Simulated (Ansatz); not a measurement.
The cluster Ge₄O₉H₂ (the lowest singlet isomer of a short search), 15 atoms. Hardware: 4 threads of Intel Xeon on a shared host.

The 6-31G sets use Cartesian d functions.

**Question.** How many basis functions does each of these Ansatz runs have, and roughly what does it cost? PBE0-D4/def2-SVP, charge 0 singlet, energy, from earlier orbitals; PBE0-D4/def2-SVP, charge -1 doublet at the geometry of the charge 0 singlet, energy; B3LYP-D4/6-31G, charge 0 singlet, energy; PBE0-D4/def2-TZVP, charge 0 singlet, energy, from earlier orbitals; PBE0-D4/def2-SVP, charge 1 doublet at the geometry of the charge 0 singlet, energy; PBE-D4/def2-SVP, charge 0 singlet, energy, from earlier orbitals; PBE-D4/def2-TZVP, charge 0 singlet, energy, from earlier orbitals; PBE-D4/def2-SVP, charge -1 doublet at the geometry of the charge 0 singlet, energy, from earlier orbitals; PBE0-D4/def2-SVP, charge 0 triplet at the geometry of the charge 0 singlet, energy; PBE-D4/def2-SVP, charge 1 doublet at the geometry of the charge 0 singlet, energy, from earlier orbitals; HF/6-31G, charge 0 singlet, energy; r2SCAN-D4/def2-TZVP, charge 0 singlet, energy and forces, from earlier orbitals.

**Answer.** Other jobs shared the machine, so times can vary by a factor of up to 3.

```tsv
run	functions	fitting or Cholesky vectors	wall time	peak host memory (GiB)
PBE-D4/def2-SVP, charge 0 singlet, energy, from earlier orbitals	264	2807	8.5 s	0.61
HF/6-31G, charge 0 singlet, energy	201	1768	11 s	0.85
B3LYP-D4/6-31G, charge 0 singlet, energy	201	1768	17 s	0.92
PBE-D4/def2-SVP, charge -1 doublet at the geometry of the charge 0 singlet, energy, from earlier orbitals	264	2807	17 s	0.71
PBE0-D4/def2-SVP, charge 0 singlet, energy, from earlier orbitals	264	2505	22 s	1.2
PBE-D4/def2-TZVP, charge 0 singlet, energy, from earlier orbitals	483	2879	23 s	1.6
PBE-D4/def2-SVP, charge 1 doublet at the geometry of the charge 0 singlet, energy, from earlier orbitals	264	2807	35 s	0.75
PBE0-D4/def2-SVP, charge -1 doublet at the geometry of the charge 0 singlet, energy	264	2505	48 s	2.2
r2SCAN-D4/def2-TZVP, charge 0 singlet, energy and forces, from earlier orbitals	483	2879	49 s	1.6
PBE0-D4/def2-TZVP, charge 0 singlet, energy, from earlier orbitals	483	3231	76 s	3.3
PBE0-D4/def2-SVP, charge 0 triplet at the geometry of the charge 0 singlet, energy	264	2505	1.7 min	2.2
PBE0-D4/def2-SVP, charge 1 doublet at the geometry of the charge 0 singlet, energy	264	2505	1.9 min	2.2
```
